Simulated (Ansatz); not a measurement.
A nudged elastic band was laid between two geometries of AlF₄GeH₃O (10 atoms, charge 0, multiplicity 1).

Level of theory: RKS PBE-D4/def2-SVP in Ansatz.

* movable images: 9
* climbing image: yes
* spring: 5.0 eV/Å²
* optimiser: quadratic models (default)
* start path: straight line
* force threshold: 0.03 eV/Å
* iteration limit: 60
* end points: relaxed

Initial state:

```xyz
10
Properties=species:S:1:pos:R:3
Ge -0.240 0.194 0.238
F 0.431 0.708 1.771
F 0.944 -0.961 -0.258
F -0.323 1.702 -0.598
F -1.426 -0.558 -1.236
O -1.788 -0.434 1.080
Al -2.893 -1.148 -0.330
H -2.913 -2.733 -0.229
H -4.138 -0.189 -0.555
H -1.791 -0.319 2.049
```

Final state:

```xyz
10
Properties=species:S:1:pos:R:3
Ge -0.323 -0.186 -0.441
F -0.143 0.955 1.824
F 1.023 -1.041 0.216
F 0.059 1.423 -0.929
F -0.674 -1.014 -1.929
O -1.812 -0.317 0.510
Al -3.339 -1.169 0.333
H -3.556 -2.146 -0.898
H -4.349 -0.838 1.513
H -1.025 0.595 1.733
```

Task: Which bonds break or form, and what moves?

Result: Bonds broken: Ge1–F2, F5–Al7, O6–H10. Bonds formed: F2–H10. AlF4GeH3O becomes AlF3GeH2O + FH.

Task: Give the energies along the band, and the barrier.

Result: The forces met the threshold. The highest image is number 7 of 0 to 10, 32.1 kcal/mol above the first end and 0.3 kcal/mol above the last; the last end lies 31.8 kcal/mol above the first. Another band between the same ends (9 images) ends at a top of the same energy, where a vibrational analysis finds 1 clearly imaginary mode. The orbitals stay closed-shell, which can raise the energy where a bond breaks towards radicals; this wasn't checked here.

```
image  path coordinate (Å)  energy (kcal/mol)  Ge1–F2 (Å)  F5–Al7 (Å)  O6–H10 (Å)
    0                 0.00                0.0        1.75        1.82        0.98
    1                 0.42                0.8        1.76        1.83        0.98
    2                 0.84                7.0        1.80        1.87        1.00
    3                 1.26               20.8        1.95        1.94        1.17
    4                 1.69               24.4        2.19        2.06        1.56
    5                 2.11               29.4        2.28        2.43        1.61
    6                 2.53               31.7        2.36        2.83        1.66
    7                 2.95               32.1        2.45        3.15        1.70
    8                 3.43               32.0        2.50        3.34        1.71
    9                 3.90               31.9        2.52        3.44        1.71
   10                 4.38               31.8        2.54        3.50        1.72
```

Task: What is the geometry of the highest image?

Result: 
```xyz
10
Properties=species:S:1:pos:R:3:forces:R:3
Ge -0.391 -0.082 -0.365 0.00 0.00 0.00
F 0.011 0.708 1.918 0.00 0.00 0.00
F 0.955 -1.099 -0.010 0.00 0.00 0.00
F 0.070 1.542 -0.719 0.00 0.00 0.00
F -1.003 -0.679 -1.892 0.00 0.00 0.00
O -1.835 -0.272 0.648 0.00 0.00 0.00
Al -3.287 -1.185 0.217 0.00 0.00 0.00
H -3.114 -2.608 -0.463 0.00 0.00 0.00
H -4.633 -0.499 0.707 0.00 0.00 0.00
H -0.911 0.437 1.892 0.00 0.00 0.00
```

Run time: 7.3 min on 4 threads of Arm Neoverse V1, on a shared host, peak memory 0.21 GiB.
